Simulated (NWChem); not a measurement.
System: C2H4Cl2Si; SMILES [SiH2](Cl)/C=C\Cl

The following NWChem deck was run.

```
start job
memory heap 200 mb stack 900 mb global 1100 mb
geometry units angstroms
  Cl     2.276710     0.742853    -0.944221
  C      1.865937    -0.532702     0.128201
  C      0.617009    -0.757716     0.501930
  Si    -0.845300     0.276371    -0.085791
  Cl    -2.490314    -0.500409     0.786179
  H      2.722186    -1.108343     0.448677
  H      0.449786    -1.583067     1.180322
  H     -0.993722     0.176077    -1.535299
  H     -0.698362     1.663567     0.347079
end
basis spherical
  * library def2-svp
end
dft
  xc pbe0
  iterations 150
end
driver
  maxiter 120
end
task dft optimize
task dft freq
```

The level has its own optimisation; frequencies are unscaled. Brackets give each atom's bonded neighbours.

**Question.** What results follow from this input? (PBE0/def2-SVP.) Quantities: r C–Cl (Å); r C–C (Å); r C–H [C(CClH)–H(C)] (Å); r C–Si (Å); highest harmonic frequency (cm⁻¹); lowest (cm⁻¹); zero-point energy (kcal/mol); dipole (D).

**Answer.** The r C–Cl (Å) is 1.731 and the r C–C (Å) is 1.334. The r C–H [C(CClH)–H(C)] (Å) is 1.094 and the r C–Si (Å) is 1.870. The highest harmonic frequency (cm⁻¹) comes out as 3224 and the lowest (cm⁻¹) is 43. The zero-point energy (kcal/mol) is 33.0 and the dipole (D) is 1.74.
